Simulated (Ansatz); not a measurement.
Born–Oppenheimer molecular dynamics of F4GeH2S (8 atoms, charge 0, multiplicity 1). It starts at the highest image of a converged band, a first-order saddle point between two minima.

These are results of Ansatz 0.2.0, RKS PBE0-D4/def2-SVP, not measurements.

```json
{"ensemble": "NVE (velocity Verlet)", "time step": "0.5 fs", "steps asked": "200", "starting velocities drawn for": "100 K", "seed": "7147"}
```

First frame:

```xyz
8
Properties=species:S:1:pos:R:3
Ge -0.551 -0.432 -0.251
F 1.122 -1.095 0.407
F -0.531 -1.667 -1.437
F -1.254 -0.729 1.284
F -1.822 0.528 -0.933
H 1.560 0.135 0.277
S 0.977 1.419 -0.271
H 0.498 1.841 0.924
```

(1) How far do the bonds stretch over the last three quarters of this one trajectory? (Pairs bonded in most of those frames.)

Results:

(1) 
```
  bond  mean (Å)  spread (Å)  shortest  longest
Ge1–F2     1.730       0.041      1.68     1.84
Ge1–F3     1.717       0.012      1.69     1.73
Ge1–F4     1.720       0.020      1.68     1.75
Ge1–F5     1.740       0.037      1.65     1.79
 H6–S7     1.354       0.005      1.35     1.36
 S7–H8     1.352       0.002      1.35     1.36
```

Mean temperature of the second half: 556 K. The conserved energy stayed within 0.0068 meV per atom of its start (net change 0.0031 meV per atom), so the integration is sound. The system heated up, since it started high on the potential surface and ran downhill. A run of 0.1 ps of so small a system gives no equilibrium averages. The orbitals stay closed-shell, which can raise the energy where a bond breaks towards radicals; this wasn't checked here.

The run took 12 min on 2 threads of Arm Neoverse V1 (shared host), peak memory 0.3 GiB.
